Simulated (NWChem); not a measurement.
System: CNO anion

The following NWChem deck was run.

```
start job
memory heap 200 mb stack 900 mb global 1100 mb
charge -1
geometry units angstroms
  N      0.000000     0.000000     1.261754
  C      0.000000     0.000000     0.070950
  O      0.000000     0.000000    -1.159397
end
basis spherical
  * library def2-tzvp
end
dft
  xc b3lyp
  iterations 150
end
driver
  maxiter 120
end
task dft optimize
task dft freq
```

Excerpt of the output:

```
             Northwest Computational Chemistry Package (NWChem) 7.3.0
             --------------------------------------------------------

 ORDER OF PRIMARY AXIS IS BEING SET TO 4
 C4V symmetry detected

 AUTOZ failed to generate good internal coordinates.
 Cartesian coordinates will be used in optimizations.

                             Geometry "geometry" -> ""
                             -------------------------

 Output coordinates in angstroms (scale by  1.889725989 to convert to a.u.)

  No.       Tag          Charge          X              Y              Z
 ---- ---------------- ---------- -------------- -------------- --------------
    1 N                    7.0000     0.00000000     0.00000000     1.26257295
    2 C                    6.0000     0.00000000     0.00000000     0.07176895
    3 O                    8.0000     0.00000000     0.00000000    -1.15857805

 Effective nuclear repulsion energy (a.u.)      51.5488317420

      Symmetry information
      --------------------

 Group name             C4v
 Group number             18
 Group order               8
 No. of unique centers     3

                           NWChem Geometry Optimization
                           ----------------------------

 maximum gradient threshold         (gmax) =   0.000450
 rms gradient threshold             (grms) =   0.000300
 maximum cartesian step threshold   (xmax) =   0.001800
 rms cartesian step threshold       (xrms) =   0.001200
 fixed trust radius                (trust) =   0.300000
 source of zmatrix                         =

          -------------------
          Energy Minimization
          -------------------

 Using diagonal initial Hessian

          --------
          Step   0

                                 NWChem DFT Module
                                 -----------------

 Summary of "ao basis" -> "ao basis" (spherical)
 ------------------------------------------------------------------------------
       Tag                 Description            Shells   Functions and Types
 ---------------- ------------------------------  ------  ---------------------
 N                         def2-tzvp                11       31   5s3p2d1f
 C                         def2-tzvp                11       31   5s3p2d1f
 O                         def2-tzvp                11       31   5s3p2d1f

      Symmetry analysis of basis
      --------------------------

        a1         33
        a2          0
        b1          9
        b2          9
        e          42

[...]

      ----------------------
      Optimization converged
      ----------------------

  Step       Energy      Delta E   Gmax     Grms     Xrms     Xmax
  ---- ---------------- -------- -------- -------- -------- --------
@    3    -168.19959776 -5.0D-08  0.00012  0.00005  0.00009  0.00022
                                     ok       ok       ok       ok

                         Geometry "geometry" -> "geometry"
                         ---------------------------------

 Output coordinates in angstroms (scale by  1.889725989 to convert to a.u.)

  No.       Tag          Charge          X              Y              Z
 ---- ---------------- ---------- -------------- -------------- --------------
    1 N                    7.0000     0.00000000     0.00000000     1.25814776
    2 C                    6.0000     0.00000000     0.00000000     0.07171059
    3 O                    8.0000     0.00000000     0.00000000    -1.15409449

 Effective nuclear repulsion energy (a.u.)      51.7392253508

      Symmetry information
      --------------------

 Group name             C4v
 Group number             18
 Group order               8
 No. of unique centers     3

[...]

 Rotational Constants
 --------------------
 A=   0.000000 cm-1  (  0.000000 K)
 B=   0.387252 cm-1  (  0.557156 K)
 C=   0.387252 cm-1  (  0.557156 K)

 Temperature                      =   298.15K
 frequency scaling parameter      =   1.0000

 Linear Molecule

 Zero-Point correction to Energy  =    6.783 kcal/mol  (  0.010809 au)
 Thermal correction to Energy     =    8.447 kcal/mol  (  0.013461 au)
 Thermal correction to Enthalpy   =    9.039 kcal/mol  (  0.014405 au)

 Total Entropy                    =   52.389 cal/mol-K
   - Translational                =   37.115 cal/mol-K (mol. weight =  41.9980)
   - Rotational                   =   14.465 cal/mol-K (symmetry #  =        1)
   - Vibrational                  =    0.808 cal/mol-K

 Cv (constant volume heat capacity) =    7.043 cal/mol-K
   - Translational                  =    2.979 cal/mol-K
   - Rotational                     =    1.986 cal/mol-K
   - Vibrational                    =    2.077 cal/mol-K

[normal modes left out]

 ----------------------------------------------------------------------------
 Normal Eigenvalue ||           Projected Infra Red Intensities
  Mode   [cm**-1]  || [atomic units] [(debye/angs)**2] [(KM/mol)] [arbitrary]
 ------ ---------- || -------------- ----------------- ---------- -----------
    1       -0.000 ||    0.023811           0.549        23.212       2.686
    2       -0.000 ||    0.004119           0.095         4.016       0.465
    3        0.000 ||    0.022241           0.513        21.682       2.509
    4        0.000 ||    0.022241           0.513        21.682       2.509
    5        0.000 ||    0.004119           0.095         4.016       0.465
    6      638.876 ||    0.010529           0.243        10.265       1.188
    7      638.876 ||    0.010529           0.243        10.265       1.188
    8     1254.535 ||    0.053987           1.246        52.629       6.091
    9     2214.515 ||    0.646113          14.906       629.863      72.898
 ----------------------------------------------------------------------------
```

Level: B3LYP/def2-TZVP. Sets without diffuse functions describe the anion's extra electron poorly. B3LYP is NWChem's, with the RPA form of VWN correlation.
